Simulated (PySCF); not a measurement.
## UHF on Br⁺ (bromine, charge +1)

Configuration: [Ar] 3d10 4s2 4p4, high-spin 3P determinant. Calculation: PySCF 2.14, in cc-pVDZ-PP with ECP10MDF; a scalar-relativistic core potential.

```json
{
 "Total energy": "-415.078635 hartree",
 "One-electron energy": "-719.7309 hartree",
 "Hartree (Coulomb) energy": "334.2285 hartree",
 "Exchange energy": "-29.5762 hartree",
 "⟨S²⟩": "2.0059",
 "⟨L²⟩": "2.018",
 "Sum of ⟨r⟩": "21.55 bohr",
 "Sum of ⟨r²⟩": "31.49 bohr²",
 "Traceless quadrupole moment −½Σ⟨3z² − r²⟩ along its main axis": "-1.97 e·bohr²",
 "Time after the integrals": "0.04 s of wall time on 1 thread of Intel(R) Xeon(R) 6975P-C (shared host)"
}
```

```csv
shell,electrons,mean orbital energy (eV),spread (eV),"rms radius, mean of both spins (bohr)"
3s α,1,-279.75,0,0.590
3s β,1,-279.16,0,0.590
3p α,3,-218.45,0.772,0.609
3p β,3,-217.78,0.020,0.609
3d α,5,-97.268,0.725,0.643
3d β,5,-96.836,0.365,0.643
4s α,1,-40.633,0,1.78
4s β,1,-34.519,0,1.78
4p α,3,-23.540,1.923,2.13
4p β,1,-20.962,0,2.13
```

Energies and moments cover only the electrons outside the core potential.
